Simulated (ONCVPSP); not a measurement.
Ir (Z = 77), ONCV: configuration errors across variants

Ir (Z = 77), optimised norm-conserving Vanderbilt (ONCV), made with ONCVPSP 4.0.1 (BLYP, scalar-relativistic). Core [Xe], reference 4f14 5d7.5 6s1.5. Waves: 6s: rc 2.60 bohr, ncon 4, nbas 7, qcut 2.8 1/bohr, 2 projectors, debl 3.3 Ha; p scattering state at 0.19 Ha: rc 2.30 bohr, ncon 4, nbas 7, qcut 3.6 1/bohr, 2 projectors, debl 1.4 Ha; 5d: rc 2.45 bohr, ncon 3, nbas 7, qcut 6.6 1/bohr, 2 projectors, debl 2.9 Ha; 4f: rc 0.95 bohr, ncon 3, nbas 8, qcut 18.4 1/bohr, 2 projectors, debl 3.6 Ha. Local part: polynomial inside 0.70 bohr (lpopt 5, dvloc0 0 Ha). Core correction: none.

All-electron excitation energies from the reference (eV): (1) 4f14 5d7 6s2 0.243; (2) 4f14 5d7 6s1 10.091; (3) 4f14 5d7 6s0 27.634; (4) 4f14 5d6 6s0 58.078.

3 further variants failed, have other tests or another functional or relativity, and are left out.

A true bound ghost makes a file unfit for plane-wave use even where its test errors are small: the radial tests pick states by their node count and pass the ghost by.

Errors AE − PS in meV (a dash: test not solved or not reliable):

| change | (1) | (2) | (3) | (4) | bound ghosts | GHOST(+) flags above zero |
| --- | --- | --- | --- | --- | --- | --- |
| base | -2.6 | +3.6 | +33 | +83 | s, p | p, d |
| s: rc 2.58 | -2.7 | +3.7 | +33 | +85 | s, p | p, d |
| p: qcut 2.1 | -2.6 | +3.6 | +33 | +83 | s, p | p, d |
| d: nbas 6 | -3.0 | +3.6 | +34 | +82 | s, p | p, d |
| f: rc 0.72 | -2.6 | +3.6 | +33 | +83 | s, p | p, d |
| local potential polynomial inside 0.70 bohr (lpopt 5, dvloc0 3 Ha) | -2.6 | +3.3 | +33 | +83 | s, p | p, d |
| d: ncon 5, nbas 9 | -4.5 | +3.7 | +35 | +78 | s, p, d | p |
| f: nproj 3 | -2.6 | +3.6 | +33 | +83 | s, p | p, d |

Give the same row for: f: nproj 0; local potential the f channel.

-2.5, +4.1, +33, +83; bound ghosts: s, p; GHOST(+) flags above zero: p, d.
